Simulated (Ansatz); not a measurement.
Mulliken charges of C₂H₅BrTe (`CC(Br)[TeH]`) from PBE/def2-TZVPP in Ansatz (PBE0-D4/def2-TZVP geometry).

```json
{"atom": "C1", "x (Å)": "0.184", "y (Å)": "0.978", "z (Å)": "-0.012", "charge (e)": "-0.231"}
{"atom": "C2", "x (Å)": "-0.232", "y (Å)": "-0.382", "z (Å)": "0.476", "charge (e)": "-0.140"}
{"atom": "Br3", "x (Å)": "0.513", "y (Å)": "-0.748", "z (Å)": "2.240", "charge (e)": "-0.121"}
{"atom": "Te4", "x (Å)": "0.418", "y (Å)": "-2.011", "z (Å)": "-0.781", "charge (e)": "0.076"}
{"atom": "H5", "x (Å)": "-0.156", "y (Å)": "1.753", "z (Å)": "0.680", "charge (e)": "0.100"}
{"atom": "H6", "x (Å)": "-0.265", "y (Å)": "1.169", "z (Å)": "-0.991", "charge (e)": "0.089"}
{"atom": "H7", "x (Å)": "1.268", "y (Å)": "1.047", "z (Å)": "-0.113", "charge (e)": "0.108"}
{"atom": "H8", "x (Å)": "-1.307", "y (Å)": "-0.468", "z (Å)": "0.608", "charge (e)": "0.154"}
{"atom": "H9", "x (Å)": "-0.336", "y (Å)": "-1.384", "z (Å)": "-2.125", "charge (e)": "-0.035"}
```

Question: By hand: the dipole of these point charges (1 e Å = 4.8032 D).

Answer: Σ q r = (-0.132, 0.134, -0.259) e Å, of length 0.320 e Å = 1.54 D.

Question: How does the dipole of the full density compare? (An estimate is asked.)

Answer: Computed: (-0.167, 0.256, -0.217) e Å, 1.80 D; the point charges give 0.86 times that, at 20° from its direction.

Point charges leave out the atoms' own dipoles, such as those of lone pairs, and Mulliken's split depends on the basis, so the two needn't agree.
